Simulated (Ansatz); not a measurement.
Geometry optimisation, RKS BLYP-D4/def2-SVP in Ansatz 0.2.0.

The input (input.yaml):

```yaml
crystal:
  periodic: [false, false, false]
  atoms:
    - { symbol: Al, position_ang: [-0.071428, -0.371109, -0.045536] }
    - { symbol: O, position_ang: [-0.120024, -0.337906, 1.711227] }
    - { symbol: H, position_ang: [-0.979412, -0.469232, 2.151734] }
    - { symbol: Cl, position_ang: [1.791406, -0.735909, -0.954985] }
    - { symbol: Cl, position_ang: [-1.865456, -0.409855, -1.157321] }
    - { symbol: "N", position_ang: [0.512713, 2.492948, 0.974914] }
    - { symbol: H, position_ang: [1.488467, 2.812634, 1.032285] }
    - { symbol: H, position_ang: [-0.092986, 3.309537, 1.122967] }
    - { symbol: H, position_ang: [0.36372, 1.823592, 1.764015] }
basis:
  gaussian: { orbitals: def2-SVP }
hamiltonian:
  xc: blyp
  dispersion: d4
relax:
  f_tol: 0.03
  max_steps: 50
```

Launched with:

```bash
$ ansatz run input.yaml --threads 2 --pin off --max-ram 3072MiB --backend cpu --events-out ev --progress --plain --runs-dir out
```

**Question.** Where does it end, and by what steps?

**Answer.** It converged. After 11 steps the energy has fallen by 1.186 eV; Cl5 moved furthest, 0.96 Å. Joined: Al1–N6 (3.10 → 2.02 Å).

| step | energy less start (eV) | largest force component (eV/Å) | accepted |
| --- | --- | --- | --- |
| 0 | 0.0000 | 0.957 | yes |
| 1 | -0.2331 | 0.886 | yes |
| 2 | -0.5125 | 1.292 | yes |
| 3 | -0.8479 | 1.023 | yes |
| 4 | -0.9817 | 1.248 | yes |
| 5 | -1.0882 | 0.582 | yes |
| 6 | -1.1493 | 0.307 | yes |
| 7 | -1.1588 | 0.187 | yes |
| 8 | -1.1613 | 0.151 | yes |
| 9 | -1.1814 | 0.274 | yes |
| 10 | -1.1852 | 0.055 | yes |
| 11 | -1.1858 | 0.005 | yes |

```xyz
9
Properties=species:S:1:pos:R:3
Al -0.037 0.204 0.333
O -0.363 -0.328 1.950
H -0.653 -1.232 2.154
Cl 1.778 -0.448 -0.616
Cl -1.696 0.522 -0.996
N 0.438 2.099 0.861
H 1.399 2.346 0.579
H -0.210 2.785 0.446
H 0.370 2.166 1.888
```

The run took 20 s on 2 threads of Intel(R) Xeon(R) Platinum 8488C (Sapphire Rapids) (shared host), peak memory 0.16 GiB.
